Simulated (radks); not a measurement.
The praseodymium ion Pr9+, 50 electrons, occupied as [Kr] 4d10 4f2 5s2. Calculated with a radial shooting solver on a logarithmic mesh with Libxc functionals: Dirac Kohn-Sham, PBE, spin-unpolarised, spherical densities, finite nucleus; open shells fill j = l - 1/2 first; Fermi nuclear charge, rms radius 4.8919 fm. Some entries of the table are withheld. Estimate them.

orbital  occ.  eigenvalue (hartree)  <1/r> (bohr^-1)
1s1/2       2             -1540.161            64.69
2s1/2       2             -251.7822            15.28
2p1/2       2                   (1)              (2)
2p3/2       4                   (3)              (4)
3s1/2       2             -58.12834            5.528
3p1/2       2             -52.36928            5.442
3p3/2       4             -48.85518            5.069
3d3/2       4             -38.80362            4.937
3d5/2       6             -38.04599            4.842
4s1/2       2             -15.35694            2.300
4p1/2       2                   (5)            2.198
4p3/2       4                   (6)            2.077
4d3/2       4                   (7)            1.869
4d5/2       6                   (8)            1.839
5s1/2       2              -5.59902            1.007
5p1/2       0                   (9)             (10)
5p3/2       0                  (11)             (12)
4f5/2       2              -4.60555            1.428
4f7/2       0              -4.58747            1.420
6s1/2       0              -2.92281           0.5626

Answer. 
(1) 2p1/2 eigenvalue (hartree): -238.2490
(2) 2p1/2 <1/r> (bohr^-1): 15.26
(3) 2p3/2 eigenvalue (hartree): -220.5235
(4) 2p3/2 <1/r> (bohr^-1): 13.77
(5) 4p1/2 eigenvalue (hartree): -13.19355
(6) 4p3/2 eigenvalue (hartree): -12.42791
(7) 4d3/2 eigenvalue (hartree): -8.86098
(8) 4d5/2 eigenvalue (hartree): -8.72398
(9) 5p1/2 eigenvalue (hartree): -4.89456
(10) 5p1/2 <1/r> (bohr^-1): 0.9361
(11) 5p3/2 eigenvalue (hartree): -4.72788
(12) 5p3/2 <1/r> (bohr^-1): 0.8995
